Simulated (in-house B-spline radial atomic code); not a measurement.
A fraction x of an electron is removed from 4p in Rb4+, starting from [Ar] 3d10 4s2 4p3 and keeping the highest spin. Level of theory: non-relativistic BLYP, spin-polarised, spherical fractional occupations, point nucleus; calculated with an all-electron radial atomic-structure program (B-spline basis).

```json
{"x": "0", "E(x) - E(0) (eV)": "0.0000", "4p up level (eV)": "-61.577"}
{"x": "0.06", "E(x) - E(0) (eV)": "3.7198", "4p up level (eV)": "-62.416"}
{"x": "0.15", "E(x) - E(0) (eV)": "9.3941", "4p up level (eV)": "-63.680"}
{"x": "0.31", "E(x) - E(0) (eV)": "19.7632", "4p up level (eV)": "-65.937"}
{"x": "0.49", "E(x) - E(0) (eV)": "31.8617", "4p up level (eV)": "-68.493"}
{"x": "0.5", "E(x) - E(0) (eV)": "32.5473", "4p up level (eV)": "-68.636"}
{"x": "0.56", "E(x) - E(0) (eV)": "36.6912", "4p up level (eV)": "-69.492"}
{"x": "0.67", "E(x) - E(0) (eV)": "44.4219", "4p up level (eV)": "-71.067"}
{"x": "0.8", "E(x) - E(0) (eV)": "53.7819", "4p up level (eV)": "-72.935"}
{"x": "0.88", "E(x) - E(0) (eV)": "59.6629", "4p up level (eV)": "-74.089"}
{"x": "1", "E(x) - E(0) (eV)": "68.6577", "4p up level (eV)": "-75.826"}
```

The exact functional would give a straight line between the two integer points. Deviations E(x) - E(0) - x[E(1) - E(0)], in eV: -0.4 at x = 0.06, -0.905 at x = 0.15, -1.521 at x = 0.31, -1.781 at x = 0.49, -1.782 at x = 0.5, -1.757 at x = 0.56, -1.579 at x = 0.67, -1.144 at x = 0.8, -0.756 at x = 0.88.

The curve lies below the straight line by up to 1.782 eV (at x = 0.5): convex, the delocalisation error that favours fractional charges.

(1) How well does Slater's transition state (minus the level at half occupation) give the ionisation energy?

## Answers

(1) It gives 68.636 eV against 68.658 eV from the two total energies; NIST lists 68.44 eV, ground level to ground level.
